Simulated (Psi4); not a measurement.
Cl$_{3}$In, singlet, geometry from GFN2-xTB (such geometries of metal compounds can be far from the true shape) (all electrons, no relativity). Base run: PBE0/3-21G run with Psi4.

Geometry (Å):
```xyz
4

In     0.0000     0.0000     0.0000
Cl     2.2445    -0.2039    -0.4400
Cl    -0.9033    -1.0115     1.8531
Cl    -1.3412     1.2154    -1.4131
```
All else is at Psi4's defaults, with exact integrals.
Base energy -7090.88199 Eh.

The base run was repeated with changes; each row names its change, and settings that it needs were set with it.

| change | ΔE vs base (mEh) | SCF cycles | grid points | basis functions |
|---|---|---|---|---|
| base | 0.000 | 7 | 85033 | 72 |
| dft_nuclear_scheme = becke | 0.074 | 7 | 84877 | 72 |
| guess = sap | 0.000 | 6 | 85033 | 72 |
| guess = gwh | 0.000 | 12 | 85033 | 72 |
| basis_guess = true | 0.000 | 1 | 85033 | 72 |
| dft_spherical_points = 194 | -0.199 | 7 | 54998 | 72 |
| scf_type = direct | 0.000 | 13 | 85033 | 72 |
| d_convergence = 1e-10 | 0.000 | 11 | 85033 | 72 |
| dft_radial_points = 35 | -298.6 | 7 | 40507 | 72 |
| level_shift = 0.3 | 0.000 | 7 | 85033 | 72 |
| guess = modhuckel | 0.000 | 7 | 85033 | 72 |
